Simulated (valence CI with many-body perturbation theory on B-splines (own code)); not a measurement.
The numbers below are computed, except where a source is named.
**Zr35+ in three bases**

Method: configuration interaction combined with many-body perturbation theory (CI+MBPT): three valence electrons over a frozen Dirac-Fock core [He], radial functions for each j: 9 s, 9 p, 8 d, 6 f, 3 g, 1 h, with the one-electron correlation potential Σ1, the two-electron term Σ2, the three-electron term Σ3, Breit, model QED; selected CI, second order for the rest, scaled by the run's own slope (own B-spline code, finite nucleus).

The last digits are not significant, and no measured levels were compared; by estimate large intervals hold to a few tenths of a per cent, small ones and those within an open d or f shell to about a per cent.

The reference run has the lowest level (2s^2 2p1/2) J=1/2 and an ionisation energy of 4745.49 eV. Its largest variational space holds 10881 state functions.

Levels are named by their leading jj configuration (3d3/2^4 stands for four electrons in 3d with j = 3/2), which in mixed levels can hold well under half, so a name can repeat and another be missing. Letters in brackets count levels of one name in rising energy.

Changed runs:
A. basis 6 s, 6 p, 5 d, 3 f, 1 g
B. basis 5 s, 5 p, 4 d, 2 f

Excitation energies of the reference run in cm⁻¹, and shifts in cm⁻¹:

```
                     Level  Reference       A      B
        (2s^2 2p3/2) J=3/2     779358     -12    -31
        (2s 2p1/2^2) J=1/2     828539     -65   -211
(2s 2p1/2 2p3/2) J=3/2 [a]    1379780    -145   -456
    (2s 2p1/2 2p3/2) J=5/2    1552200     -24   -136
(2s 2p1/2 2p3/2) J=3/2 [b]    1851010    +130   +383
    (2s 2p1/2 2p3/2) J=1/2    1903890    +102   +340
        (2s 2p3/2^2) J=5/2    2316050     +10   +9.2
        (2s 2p3/2^2) J=1/2    2728870    +128   +459
        (2s 2p3/2^2) J=3/2    2738850    +125   +409
     (2p1/2^2 2p3/2) J=3/2    2799970     +53   +128
     (2p1/2 2p3/2^2) J=3/2    3425980    -2.1    -43
     (2p1/2 2p3/2^2) J=5/2    3542520    +140   +342
    Ionisation energy (eV)    4745.49  -0.019  -0.06
```
